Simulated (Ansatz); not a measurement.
A nudged elastic band was laid between two geometries of ClFH₄MgO (8 atoms, charge 0, multiplicity 1).

Computed with RKS B3LYP-D4/def2-mTZVP (Ansatz 0.2.0).

* movable images: 5
* climbing image: yes
* spring: 5.0 eV/Å²
* optimiser: quadratic models (default)
* start path: through a guess of the saddle point
* force threshold: 0.03 eV/Å
* iteration limit: 60
* end points: relaxed

Image 0:

```xyz
8
Properties=species:S:1:pos:R:3
Mg -0.222 -1.082 0.416
H -0.063 -1.667 2.006
Cl 0.153 -1.464 -1.840
H -1.274 1.136 -0.035
F -1.806 0.417 0.264
H 1.499 1.248 0.313
O 0.721 0.866 -0.117
H 0.993 0.546 -1.007
```

Image 6:

```xyz
8
Properties=species:S:1:pos:R:3
Mg -0.514 -0.629 -0.209
H 0.938 -1.070 1.684
Cl 0.380 -2.328 -1.338
H -0.385 1.800 -0.472
F -1.790 0.260 0.683
H 0.431 -0.630 2.011
O 0.312 1.175 -0.738
H 0.626 1.422 -1.620
```

**Question.** What changes between the two ends?

**Answer.** Bonds broken: Mg1–H2, H4–F5, H6–O7. Bonds formed: H2–H6, H4–O7. ClFH4MgO becomes ClFH2MgO + H2.

**Question.** What energy profile does the band end with?

**Answer.** The run converged. The highest image is number 2 of 0 to 6, 0.212 eV above the first end and 1.614 eV above the last; the last end lies 1.401 eV below the first. A vibrational analysis at the climbing image gives one clearly imaginary mode, 101i cm⁻¹: a first-order saddle point. The orbitals stay closed-shell, which can raise the energy where a bond breaks towards radicals; this wasn't checked here.

```json
{"image": "0", "path coordinate (Å)": "0.00", "energy (eV)": "0.000", "Mg1–H2 (Å)": "1.70", "H4–F5 (Å)": "0.94", "H6–O7 (Å)": "0.97"}
{"image": "1", "path coordinate (Å)": "1.17", "energy (eV)": "0.123", "Mg1–H2 (Å)": "1.72", "H4–F5 (Å)": "0.94", "H6–O7 (Å)": "0.97"}
{"image": "2", "path coordinate (Å)": "2.35", "energy (eV)": "0.212", "Mg1–H2 (Å)": "1.73", "H4–F5 (Å)": "0.96", "H6–O7 (Å)": "0.98"}
{"image": "3", "path coordinate (Å)": "3.71", "energy (eV)": "-0.041", "Mg1–H2 (Å)": "1.75", "H4–F5 (Å)": "1.04", "H6–O7 (Å)": "1.00"}
{"image": "4", "path coordinate (Å)": "5.07", "energy (eV)": "-0.677", "Mg1–H2 (Å)": "2.16", "H4–F5 (Å)": "1.67", "H6–O7 (Å)": "1.86"}
{"image": "5", "path coordinate (Å)": "6.44", "energy (eV)": "-1.320", "Mg1–H2 (Å)": "2.47", "H4–F5 (Å)": "1.94", "H6–O7 (Å)": "2.51"}
{"image": "6", "path coordinate (Å)": "7.80", "energy (eV)": "-1.401", "Mg1–H2 (Å)": "2.43", "H4–F5 (Å)": "2.38", "H6–O7 (Å)": "3.29"}
```

**Question.** What is the geometry of the highest image?

**Answer.** 
```xyz
8
Properties=species:S:1:pos:R:3
Mg -0.319 -1.299 -0.002
H 0.492 -1.084 1.515
Cl -0.503 -2.397 -1.937
H -1.008 0.999 -0.004
F -1.694 0.325 -0.036
H 1.046 0.721 0.847
O 0.663 1.088 0.025
H 1.323 1.647 -0.409
```

**Question.** What are the harmonic wavenumbers there?

**Answer.** 101i, 88, 106, 192, 255, 287, 334, 366, 445, 547, 659, 776, 949, 1521, 1642, 3444, 3608, 3826 cm⁻¹.

The band took 54 iterations and of the order of 16 core-minutes.

Time of the run: 8.4 min on 2 threads of Arm Neoverse V2, on a shared host, peak memory 0.19 GiB.
